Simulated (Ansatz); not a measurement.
Ansatz (a program for electronic structure) input:

Ansatz 0.2 input:
```yaml
crystal:
  periodic: [false, false, false]
  atoms:
    - {symbol: Sn, position_ang: [0.00064110, -0.00096402, -0.03368912]}
    - {symbol: H, position_ang: [1.47232377, 0.01216007, 0.87089296]}
    - {symbol: H, position_ang: [-1.50437896, 0.03604111, 0.81356294]}
basis:
  gaussian:
    orbitals: def2-TZVPP
magnetization: {spin_polarized: true, initial_magnetization: 2}
correlation: {method: ccsd_t, electrons: outside_noble_gas}
```

Which total energy does the run end on?

-214.55611 Eh (CCSD(T)/def2-TZVPP). The basis has 78 functions.

This is an excited triplet: at this geometry the singlet lies 0.70 eV lower at CCSD(T)/CBS(def2-TZVPPD,def2-QZVPPD).
